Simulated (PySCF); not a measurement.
Isomers of C6H5OPS.

All values: PBE0/pcSseg-1 (PySCF) at GFN2-xTB geometries, gas phase, one conformer each.

Task: Rank by the lowest Hirshfeld charge on any atom, lowest value first.
A. `[CH:1]#[C:2][c:3]1[p:4][cH:5][c:6]([O:7][CH3:8])[s:9]1` with C5–C6–O7–C8 0°
B. `[CH:1]#[C:2][c:3]1[p:4][cH:5][s:6][c:7]1[O:8][CH3:9]` with S6–C7–O8–C9 0°
C. `[CH:1]#[C:2][c:3]1[p:4][c:5]([O:6][CH3:7])[cH:8][s:9]1` with P4–C5–O6–C7 0°

Result: A (-0.167 e), B (-0.156 e), C (-0.111 e).

Task: Rank by the highest IAO charge on any atom, highest value first.
A. `[CH:1]#[C:2][c:3]1[cH:4][o:5][c:6]([S:7][CH3:8])[p:9]1` with O5–C6–S7–C8 0°
B. `[CH:1]#[C:2][c:3]1[p:4][cH:5][s:6][c:7]1[O:8][CH3:9]` with S6–C7–O8–C9 0°
C. `[CH:1]#[C:2][c:3]1[p:4][c:5]([O:6][CH3:7])[cH:8][s:9]1` with P4–C5–O6–C7 0°

Result: C (+0.415 e), B (+0.397 e), A (+0.275 e).

Task: Rank by the lowest IAO charge on any atom, highest value first.
A. `[CH:1]#[C:2][c:3]1[p:4][cH:5][c:6]([O:7][CH3:8])[s:9]1` with C5–C6–O7–C8 0°
B. `[CH:1]#[C:2][c:3]1[cH:4][o:5][c:6]([S:7][CH3:8])[p:9]1` with O5–C6–S7–C8 0°
C. `[CH:1]#[C:2][c:3]1[p:4][c:5]([O:6][CH3:7])[cH:8][s:9]1` with P4–C5–O6–C7 0°
D. `[CH:1]#[C:2][c:3]1[p:4][cH:5][s:6][c:7]1[O:8][CH3:9]` with S6–C7–O8–C9 0°

Result: C (-0.396 e), A (-0.486 e), B (-0.502 e), D (-0.593 e).

All values together:

```csv
SMILES,μ (D),HOMO (eV),LUMO (eV),lowest IAO charge (e),highest IAO charge (e),lowest Hirshfeld charge (e),highest Hirshfeld charge (e)
C#Cc1pcc(OC)s1,2.74,-6.25,-1.87,-0.486 (C),+0.393 (P),-0.167 (C),+0.122 (S)
C#Cc1pcsc1OC,3.22,-6.41,-1.35,-0.593 (C),+0.397 (P),-0.156 (C),+0.118 (S)
C#Cc1coc(SC)p1,2.90,-6.09,-0.99,-0.502 (C),+0.275 (P),-0.116 (C),+0.093 (H)
C#Cc1pc(OC)cs1,0.84,-6.50,-2.05,-0.396 (C),+0.415 (S),-0.111 (O),+0.145 (S)
```

Conformers: `[CH:1]#[C:2][c:3]1[p:4][cH:5][c:6]([O:7][CH3:8])[s:9]1` with C5–C6–O7–C8 0°; `[CH:1]#[C:2][c:3]1[p:4][cH:5][s:6][c:7]1[O:8][CH3:9]` with S6–C7–O8–C9 0°; `[CH:1]#[C:2][c:3]1[cH:4][o:5][c:6]([S:7][CH3:8])[p:9]1` with O5–C6–S7–C8 0°; `[CH:1]#[C:2][c:3]1[p:4][c:5]([O:6][CH3:7])[cH:8][s:9]1` with P4–C5–O6–C7 0°.
